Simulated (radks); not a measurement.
Results of a calculation; reference values are marked as such.
Question: Radial electron density D(r) = 4 pi r^2 rho(r) of an atom or ion with 43 electrons. Level of theory: Dirac Kohn-Sham, PBE, spin-unpolarised, spherical densities, point nucleus (a radial shooting solver on a logarithmic mesh with Libxc functionals).

r (bohr)  D(r) (e/bohr)
0.003585          10.12
0.004074          12.32
0.004668          15.07
0.005305          18.08
0.006078          21.76
0.006908          25.67
0.007914          30.24
0.008995          34.87
0.01031           39.97
0.01171           44.77
0.01342           49.58
0.01525           53.55
0.01747           56.82
0.02002           58.82
0.02275           59.35
0.02607           58.48
0.02963           56.59
0.03394           54.01
0.03858           51.82
0.0442            50.73
0.05023           51.63
0.05755           55.00
0.06541           60.13
0.07494           66.44
0.08517           71.47
0.09758           73.88
0.1109            72.22
0.1271            66.48
0.1444            59.05
0.1654            52.03
0.188             48.83
0.2154            50.12
0.2448            54.30
0.2805            58.27
0.3214            57.89
0.3653            51.90
0.4185            40.96
0.4756            29.71
0.5449            20.54
0.6193            16.25
0.7096            15.65
0.8064            16.62
0.9239            16.92
1.05              15.53
1.203             12.52
1.367             9.160
1.567             5.904
1.78              3.562
2.04              1.895
2.318            0.9538
2.656            0.4112
3.019            0.1637
3.459           0.05177
3.931           0.01440
4.504          0.002892

What is the nuclear charge?

Answer: Z = 46. The innermost maximum, from 1s, lies near gamma/Z bohr with gamma = sqrt(1 - (Z/c)^2) = 0.942, here 0.0205 bohr (found: 0.0224), and its height grows with Z. The density is that of the palladium ion Pd3+ in [Kr] 4d7; the configuration itself is not fixed sharply by these data, and Z only to a few units. D(r) has 4 maxima, at r = 0.0224, 0.0984, 0.299, 0.888 bohr, and minima at 0.0446, 0.194, 0.676 bohr, inside which lie 2.04, 11.17, 29.02 electrons.
